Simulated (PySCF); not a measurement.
C6H7N2S (doublet state).
Z-matrix (Å and degrees, GFN2-xTB geometry), rows numbered from 1:
```
C 
C   1  1.2878
C   2  1.5007  1  125.26
C   2  1.5523  1  122.04  3  -179.75
C   4  1.4791  2  108.16  1   102.57
C   5  1.4173  4  126.23  2   -92.47
N   6  1.3091  5  113.36  4   177.13
S   7  1.6255  6  108.88  5    -0.30
N   5  1.3215  4  121.98  2    83.95
H   1  1.0627  2  141.18  3   179.77
H   3  1.0896  2  109.63  1   107.73
H   3  1.0859  2  110.86  1   -12.49
H   3  1.0886  2  109.70  1  -133.74
H   4  1.0891  2  109.95  1   -17.88
H   4  1.0894  2  107.62  1  -138.10
H   6  1.0744  5  126.39  4    -3.21
```

The hyperfine couplings belong to this conformer and change with its torsions.

As a line formula: `[H]/[C]=C(/C)Cc1cnsn1` [radical].

The calculation used UKS B3LYP, pcH-1 on C H N S, non-relativistic, mean-field spin-orbit, GIAO in PySCF. One conformer (not necessarily the lowest) at the GFN2-xTB geometry, without solvent, vibrations or thermal averaging. The geometry wasn't refined by DFT: couplings that depend on bond lengths, twists or pyramidal angles can differ widely from those at the functional's own minimum. Stability of the SCF solution: not tested.

**Question.** The isotropic 13C couplings are +289.2, +80.2, +49.6, -10.6, -6.2, +1.1 MHz. Assign them to C1; C2; C3; C4; C5; C6.

**Answer.** 
```
site  a_iso (MHz)  ρ(0) (bohr⁻³)                 position  distance from C1 (Å)  spin population  largest |T| (MHz)
  C1       +289.2        +0.2574  largest spin population                  0.00            +1.04              141.6
  C2        -10.6        -0.0095           1 bond from C1                  1.29            -0.17               18.5
  C3        +49.6        +0.0441          2 bonds from C1                  2.48            +0.04                9.2
  C4        +80.2        +0.0713          2 bonds from C1                  2.49            +0.08               16.4
  C5         -6.2        -0.0055          3 bonds from C1                  3.33            -0.01                1.1
  C6         +1.1        +0.0010          4 bonds from C1                  3.86            +0.01                0.9
```

ρ(0) is the spin density at the nucleus and T the dipolar tensor; a_iso includes a spin–orbit part; entries for several nuclei are means. The Mulliken spin populations are largest on C1 (+1.04), C2 (-0.17) and C4 (+0.08). C1 is the only atom above +0.15. The positive populations add up to 1.19 and the negative ones to -0.19, together 2S = 1.

Class means assume fast exchange of nuclei equivalent by connectivity; if that motion is slow, each nucleus keeps its own coupling. The three 1H nuclei of mean -5.9 MHz run from -9.5 to -3.9 MHz in the frozen geometry. The 1H value of -1.0 MHz is a mean of couplings from -4.4 to 2.4 MHz in this one geometry, not an average over conformers.
